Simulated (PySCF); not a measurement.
## Stretching Te₂

Set-up: PySCF, spin-free X2C with a Gaussian nucleus, basis sets Te x2c-TZVPPall. Energies in eV from Te + Te in their ground configurations at the same level. State: ³Σg⁻ (triplet), unpaired electrons π ↑↑.

All columns are ωB97X-V.

| R (Å) | E (eV) | HOMO (eV) | LUMO (eV) | Mayer bond order | ⟨S²⟩ |
| --- | --- | --- | --- | --- | --- |
| 2.195 | -1.337 | -7.78 | -1.20 | 2.21 | 2.01 |
| 2.297 | -2.248 | -7.97 | -1.42 | 2.18 | 2.01 |
| 2.399 | -2.716 | -8.15 | -1.63 | 2.16 | 2.01 |
| 2.475 | -2.857 | -8.28 | -1.79 | 2.15 | 2.02 |
| 2.552 | -2.866 | -8.40 | -1.93 | 2.13 | 2.02 |
| 2.629 | -2.777 | -8.51 | -2.07 | 2.12 | 2.02 |
| 2.731 | -2.548 | -8.65 | -2.25 | 2.10 | 2.02 |
| 2.858 | -2.146 | -8.62 | -2.46 | 2.08 | 2.02 |
| 3.011 | -1.573 | -8.37 | -2.68 | 2.06 | 2.02 |
| 3.216 | -0.761 | -8.10 | -2.95 | 2.04 | 2.02 |

Spin–orbit coupling is left out, which matters for elements this heavy, above all for dissociation energies. The state is the lowest determinant that a PBE0 search found; another state may lie lower at other levels.
